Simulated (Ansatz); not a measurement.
Cartesian coordinates in Å:
```
Al 1.2131 -0.9606 -2.3115
O 0.4785 -0.3813 -0.9104
B -0.0984 0.0768 0.1880
C 0.0374 0.5962 1.6146
C -1.3731 0.4614 0.9303
H 1.4171 -2.5195 -2.4231
H 1.6353 0.1046 -3.3938
H 0.3810 1.6077 1.8149
H 0.2375 -0.0801 2.4415
H -2.0366 -0.2961 1.3391
H -1.8918 1.3909 0.7104
```

Total charge 0; spin multiplicity 1.

List the PBE/def2-TZVPP orbital energies in eV (the Gaussian-basis code of Ansatz). (Estimate.)

Ansatz gave: Occupied: -1507.01, -510.62, -268.27, -268.27, -177.41, -107.28, -69.39, -69.19, -69.12, -24.89, -19.12, -14.28, -13.41, -11.35, -11.03, -9.33, -9.32, -9.22, -8.45, -7.33, -6.82, -5.30. Lowest empty: -2.00, -0.89, -0.56, 0.22, 0.81, 1.45, 1.55, 2.20.
